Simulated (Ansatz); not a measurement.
Nudged elastic band run: Cl3FHIn

The input (input.yaml):

```yaml
crystal:
  periodic: [false, false, false]
  atoms:
    - { symbol: In, position_ang: [-0.70864, -0.404389, -0.221146] }
    - { symbol: F, position_ang: [0.142643, -0.783308, 1.496026] }
    - { symbol: Cl, position_ang: [-0.264945, -1.867897, -1.971856] }
    - { symbol: Cl, position_ang: [-2.487335, 1.092363, -0.215562] }
    - { symbol: H, position_ang: [1.70169, 0.674958, 1.019199] }
    - { symbol: Cl, position_ang: [1.616687, 1.288275, -0.106661] }
basis:
  gaussian: { orbitals: def2-SVP }
hamiltonian:
  xc: hf
neb:
  order_check: false
  images: 5
  f_tol: 0.05
  max_iterations: 60
  final_atoms:
    - { symbol: In, position_ang: [-0.41900727, 0.07621325, -0.6632595] }
    - { symbol: F, position_ang: [0.47042096, -0.52987615, 1.49029755] }
    - { symbol: Cl, position_ang: [-0.2718636, -1.96349562, -1.77926748] }
    - { symbol: Cl, position_ang: [-2.47681962, 0.96726208, -0.0312093] }
    - { symbol: H, position_ang: [1.22709107, -0.03778882, 1.63164971] }
    - { symbol: Cl, position_ang: [1.47027845, 1.48768726, -0.64821099] }
  initial_path:
    images:
      - { positions_ang: [[-0.70864, -0.404389, -0.221146], [0.142643, -0.783308, 1.496026], [-0.264945, -1.867897, -1.971856], [-2.487335, 1.092363, -0.215562], [1.70169, 0.674958, 1.019199], [1.616687, 1.288275, -0.106661]] }
      - { positions_ang: [[-0.66415518, -0.32420184, -0.32497735], [0.24601413, -0.68580701, 1.52090623], [-0.30185394, -1.89596997, -1.96665369], [-2.50492072, 1.04033345, -0.18067113], [1.54581414, 0.55645079, 1.06691781], [1.67920156, 1.30919657, -0.11552187]] }
      - { positions_ang: [[-0.61967036, -0.24401467, -0.4288087], [0.34938526, -0.58830602, 1.54578646], [-0.33876288, -1.92404294, -1.96145138], [-2.52250643, 0.98830391, -0.14578026], [1.38993829, 0.43794358, 1.11463663], [1.74171613, 1.33011814, -0.12438275]] }
      - { positions_ang: [[-0.57518554, -0.16382751, -0.53264004], [0.45275638, -0.49080504, 1.57066669], [-0.37567182, -1.95211591, -1.95624907], [-2.54009215, 0.93627436, -0.11088939], [1.23406243, 0.31943637, 1.16235544], [1.80423069, 1.35103971, -0.13324362]] }
      - { positions_ang: [[-0.52312612, -0.08381392, -0.57617986], [0.45864457, -0.50382874, 1.54387697], [-0.34106908, -1.95590914, -1.89725521], [-2.5190013, 0.9466036, -0.08432936], [1.23173865, 0.20036131, 1.31878687], [1.69291328, 1.39658889, -0.30489941]] }
      - { positions_ang: [[-0.47106669, -0.00380034, -0.61971968], [0.46453277, -0.51685245, 1.51708726], [-0.30646634, -1.95970238, -1.83826134], [-2.49791046, 0.95693284, -0.05776933], [1.22941486, 0.08128625, 1.47521829], [1.58159586, 1.44213808, -0.4765552]] }
      - { positions_ang: [[-0.41900727, 0.07621325, -0.6632595], [0.47042096, -0.52987615, 1.49029755], [-0.2718636, -1.96349562, -1.77926748], [-2.47681962, 0.96726208, -0.0312093], [1.22709107, -0.03778882, 1.63164971], [1.47027845, 1.48768726, -0.64821099]] }
```

Command:

```bash
$ ansatz run input.yaml --threads 2 --pin off --max-ram 3072MiB --backend cpu --events-out ev --progress --plain --runs-dir out
```

Output, in part (warnings, iteration lines, the closing report on the highest movable image, with atoms numbered from 0):

```
NEB end point (image 0): max|allowed force component| = 1.611e-2 eV/Å (the criterion of neb.relax_end_points is 1.000e-2)
NEB end point (image 6): max|allowed force component| = 2.658e-2 eV/Å (the criterion of neb.relax_end_points is 1.000e-2)
NEB iter   1: max|band force component| = 3.116e0 eV/Å  barrier→ = 0.8953 eV  barrier← = 1.6906 eV  Δτ_max = 0.2000 Å  (248 SCF iters)
NEB iter   2: max|band force component| = 2.393e0 eV/Å  barrier→ = 0.3517 eV  barrier← = 1.1470 eV  Δτ_max = 0.2000 Å  (173 SCF iters)
NEB iter   3: max|band force component| = 8.112e-1 eV/Å  barrier→ = 0.2375 eV  barrier← = 1.0328 eV  Δτ_max = 0.1191 Å  (173 SCF iters)
NEB iter   4: max|band force component| = 5.004e-1 eV/Å  barrier→ = 0.2007 eV  barrier← = 0.9960 eV  CI = image 2  Δτ_max = 0.0770 Å  (175 SCF iters)
NEB iter   5: max|band force component| = 2.170e-1 eV/Å  barrier→ = 0.2263 eV  barrier← = 1.0216 eV  CI = image 2  Δτ_max = 0.0316 Å  (176 SCF iters)
NEB iter   6: max|band force component| = 6.581e-2 eV/Å  barrier→ = 0.2234 eV  barrier← = 1.0187 eV  CI = image 2  Δτ_max = 0.0068 Å  (180 SCF iters)
NEB iter   7: max|band force component| = 1.695e-2 eV/Å  barrier→ = 0.2231 eV  barrier← = 1.0184 eV  CI = image 2  Δτ_max = 0.0000 Å  (448 SCF iters)
Total energy: -45371.00709949 eV, -1667.3537573331 hartree
Atom 0 at    -0.577785    -0.228757    -0.346692 Å, force    -0.000193     0.003363     0.005003 eV/Å
Atom 1 at     0.412525    -0.531171     1.433329 Å, force    -0.002648    -0.007543    -0.009643 eV/Å
Atom 2 at    -0.228332    -1.913591    -1.900506 Å, force    -0.002727    -0.002013     0.005722 eV/Å
Atom 3 at    -2.488051     1.064562    -0.113665 Å, force     0.005296    -0.002215    -0.002146 eV/Å
Atom 4 at     1.274094     0.363539     1.003450 Å, force     0.003086     0.013518    -0.015858 eV/Å
Atom 5 at     1.607649     1.245419    -0.075916 Å, force    -0.002814    -0.005110     0.016922 eV/Å
Dipole moment:     0.106867     0.074835     0.005615 e Å
```

The forces met the threshold. A vibrational analysis at the climbing image gives one clearly imaginary mode, 918i cm⁻¹: a first-order saddle point. The orbitals stay closed-shell, which can raise the energy where a bond breaks towards radicals; this wasn't checked here.

Final band (atoms are numbered from 1 in the order of the input):

```tsv
image	path coordinate (Å)	energy (eV)	H5–Cl6 (Å)	F2–H5 (Å)
0	0.00	0.000	1.28	2.19
1	0.36	0.054	1.30	1.75
2	0.72	0.223	1.43	1.31
3	1.01	-0.198	1.72	1.02
4	1.31	-0.619	2.03	0.93
5	1.60	-0.767	2.37	0.92
6	1.90	-0.795	2.75	0.91
```

The run took 44 s on 2 threads of Intel(R) Xeon(R) 6975P-C (Granite Rapids), with other jobs on the host, peak memory 0.25 GiB.
